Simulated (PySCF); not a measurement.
A structure optimised at PBE0-D3(BJ)/def2-SVP, used in a PySCF frequency run:

```
N
C 1 1.4366
H 2 1.1046 1 111.85
H 2 1.1128 3 106.56 1 123.58
H 2 1.1128 3 106.56 4 112.84
C 1 1.4366 2 111.38 3 180.00
H 6 1.1046 1 111.85 2 180.00
H 6 1.1128 7 106.56 1 123.58
H 6 1.1128 7 106.56 8 112.84
Mg 1 1.9032 2 124.31 3 0.00
O 10 1.7630 2 156.38 3 0.00
H 11 0.9501 3 151.41 2 180.00
```
Charge 0, spin multiplicity 1.

Question: Write its SMILES, formula and point group.

Answer: C[N](C)[Mg][OH], C2H7MgNO, C2v

Question: What are its rotational constants (standard atomic weights)?

Answer: 9.6723, 1.8705, 1.5990 GHz
